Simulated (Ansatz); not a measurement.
CoF2. Charge 0, multiplicity 4. Geometry PBE-D4/def2-TZVP; atoms count from 1.

Cartesian coordinates in Å:
```
Co 0.000 0.000 0.000
F -1.009 0.827 1.139
F 1.009 -0.827 -1.139
```

The structure comes from a short search, and lower isomers may exist.

Estimate the Mulliken populations from the PBE0/def2-TZVP orbitals of Ansatz.


```csv
atom,charge (e),spin (α − β),d electrons
Co1,1.04,2.82,7.38
F2,-0.52,0.09,–
F3,-0.52,0.09,–
```
Mulliken values and Mayer orders depend strongly on the basis.

Where does the spin sit?

Summed by element: Co 2.82, F 0.18, of 3 unpaired in all. Largest on single atoms: Co1 2.82, F2 0.09, F3 0.09.

And the Mayer bond orders between bonded heavy atoms (over 0.3)?

Co1–F2 0.82 (1.73 Å); Co1–F3 0.82 (1.73 Å).
